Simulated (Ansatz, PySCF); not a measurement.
Molecule: sum formula AlOBr, charge 0, multiplicity 1. 
Geometry from a B3LYP-D3(BJ)/def2-TZVP (Ansatz, a program for electronic structure) optimisation:
SMILES: [O]=[Al][Br]
```xyz
3

Al     0.0000     0.0000    -1.1609
O      0.0000     0.0000    -2.7581
Br     0.0000     0.0000     1.0616
```
Charge 0, spin multiplicity 1.

Wanted: atomisation energy (electronic, to ground-state atoms), in kcal/mol. Valence correlation only, unless marked. UHF or UKS for open shells. Spin-orbit coupling is left out. The frozen core is the preceding noble-gas configuration, with the filled d and f shells of earlier blocks. Non-relativistic. The coupled-cluster limit lacks core correlation, which all-electron functionals hold. Basis-set limits of correlation are two-point, X^-3; Hartree-Fock from the larger set.

```tsv
level	program	atomisation energy (kcal/mol)
revPBE-D4/def2-TZVPD	Ansatz + dftd4	212.1
TPSS-D4/def2-TZVPD	PySCF + dftd4	213.6
PW6B95/def2-TZVPD	PySCF	(withheld)
HSE06-D4/def2-TZVPD	Ansatz + dftd4	(withheld)
wB97X-V/def2-TZVPD	Ansatz	(withheld)
SCS-MP2/def2-SVP	Ansatz	197.2
SCS-MP2/def2-QZVPP	Ansatz	219.8
CCSD(T)/CBS(def2-TZVPPD,def2-QZVPPD)	Ansatz	213.5
```

Task: Complete the blanks.

Result: 
- PW6B95/def2-TZVPD, atomisation energy (kcal/mol): 207.6
- HSE06-D4/def2-TZVPD, atomisation energy (kcal/mol): 206.5
- wB97X-V/def2-TZVPD, atomisation energy (kcal/mol): 208.7
